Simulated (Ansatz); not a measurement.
Reaction (redistribution): `[CH3][Ga]([CH3])[SeH]` + `CO[Si](O)(F)F` → `[CH3][Ga]([F])[SeH]` + `CO[Si](C)(O)F`

Calculated with Ansatz (gas phase, PBE0-D4/def2-TZVP geometries, no zero-point term in ΔE). CCSD(T)/CBS adds triple-zeta CCSD(T) − MP2 to the extrapolated MP2 energy (def2 sets, frozen cores). For Ga, Se outer-core shells are correlated without core-valence functions, which leaves a few kJ/mol of doubt a bond. Scalar relativity is left out up to krypton. One conformer a species, not always the lowest.

```tsv
species	CCSD(T)/CBS(def2) energy (Eh)
`[CH3][Ga]([CH3])[SeH]`	-4405.01991
`CO[Si](O)(F)F`	-679.71512
`[CH3][Ga]([F])[SeH]`	-4464.99266
`CO[Si](C)(O)F`	-619.72508
```

Question: Work out ΔE.

Answer: ΔE = (-4464.99266) + (-619.72508) − (-4405.01991) − (-679.71512) = 0.01729 Eh = +0.47 eV.

Largest T1 diagnostic among the species: 0.012.

From PBE to PBE0 (25 % exact exchange), in def2-TZVPP and without D4, ΔE moves by +0.07 eV.
